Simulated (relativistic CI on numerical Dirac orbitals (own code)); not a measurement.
# Ti⁺: what numerical and physical settings do to a radial Dirac CI calculation

Reference input:

```
atom Ti  Z=22  charge=1  electrons=21
nucleus A=48  rms_radius_fm=3.5921
hamiltonian dirac-coulomb  breit=on  qed=on  c_scale=1
orbitals kli  potential=per-configuration
slater_scale 1
correlation none
mixing on
grid step=0.0125 r_max=74.5
scf mixing=0.4 start=green max_iterations=150 tolerance=2e-08 node_fill=0.05
configurations
  [Ar] 3d2 4s
  [Ar] 3d3
end
```

Computed lowest total energy -852.20076 Ha, first excitation 84.1 cm⁻¹, 23 SCF steps. Runs with settings changed; * marks those that are bad on purpose:

| Changed | Outcome | Lowest level | ΔE (Ha) | First excitation (cm⁻¹) | SCF steps | Message |
| --- | --- | --- | --- | --- | --- | --- |
| grid step 0.03 | converged | 3d²4s ⁴F3/2 | 0.000111 | 84.1 | 22 |  |
| SCF mixing 0.7 | converged | 3d²4s ⁴F3/2 | 1.31e-11 | 84.1 | 21 |  |
| iteration limit 30, SCF tolerance 0.0001, start potential thomas-fermi | converged | 3d²4s ⁴F3/2 | 2.74e-07 | 84.1 | 15 |  |
| Breit term off, QED terms off, iteration limit 30 | converged | 3d²4s ⁴F3/2 | -0.44 | 100.3 | 23 |  |
| grid step 0.3 * | not converged |  |  |  | 1 | SCF of 1s2 2s2 2p6 3s2 3p6 3d2 4s stopped: an orbital could not be found |
| nuclear radius 35.921 fm * | converged | 3d²4s ⁴F3/2 | 0.163 | 84.1 | 23 |  |

With so few configurations and no correlation, terms lie too far apart (by 10 to 50 % near neutrality), their order can be wrong, and levels of other configurations are missing.
